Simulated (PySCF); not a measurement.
Results of a calculation; reference values are marked as such.
# C2H9PSi2

C2H9PSi2 is a carbene (divalent C1, bonded to 1 C + 1 P), neutral, triplet. The structure, one conformer, was relaxed in the gas phase by PBE0-D3(BJ)/def2-SVP. No frequency run checks that it is a minimum.

Singlet and triplet of such a carbene can lie close, and which is the ground state isn't settled here.

SMILES: [SiH3]C[C]P[SiH3]

```
atom   x (Å)   y (Å)   z (Å)
  C1   0.124  -1.252   0.102
  C2  -1.319  -1.281  -0.120
 Si3  -2.026   0.483  -0.281
  P4   1.525  -0.700  -0.814
 Si5   2.205   0.978   0.567
  H6  -1.837  -1.769   0.726
  H7  -1.596  -1.848  -1.033
  H8  -3.499   0.440  -0.537
  H9  -1.766   1.239   0.981
 H10  -1.347   1.181  -1.414
 H11   2.498  -1.653  -0.374
 H12   2.265   0.546   1.995
 H13   1.208   2.081   0.422
 H14   3.552   1.464   0.134
```

EPR values by unrestricted B3LYP, IGLO-III on C P Si, pcH-1 on H.

(1) Predict g and the largest hyperfine couplings. Where does the spin sit?

(2) How do the isotropic couplings move with BHandHLYP?

Answers

(1) g = 2.0012, 2.0022, 2.0027. The zero-field splitting dominates the spectrum: D = 0.51 cm⁻¹, |E| = 0.025 cm⁻¹ (spin-spin and spin-orbit parts, DFT, rough). The spin sits on C1 (82 %, bonded to 1 C + 1 P) by Mulliken populations.
| atom | isotope | isotropic (MHz) | dipolar, principal values (MHz) |
| --- | --- | --- | --- |
| C1 | 13C | 173.9 | -66.7, 27.0, 39.7 |
| Si5 | 29Si | -70.6 | -10.1, 4.6, 5.5 |
| H7 | 1H | 72.3 | -4.1, -2.8, 7.0 |
| Si3 | 29Si | -68.0 | -9.8, 4.5, 5.3 |
| H11 | 1H | 62.2 | -3.6, -1.9, 5.5 |
| P4 | 31P | -29.9 | -35.8, -32.9, 68.7 |

(2) C1 173.9 to 203.6 MHz, Si5 -70.6 to -66.6 MHz, H7 72.3 to 74.1 MHz, Si3 -68.0 to -65.6 MHz.

The 2 runs behind this took 4.3 min in all, one thread each of Arm Neoverse V1 on a shared host, launched as `OMP_NUM_THREADS=1 python cluster_run.py task.json out`.
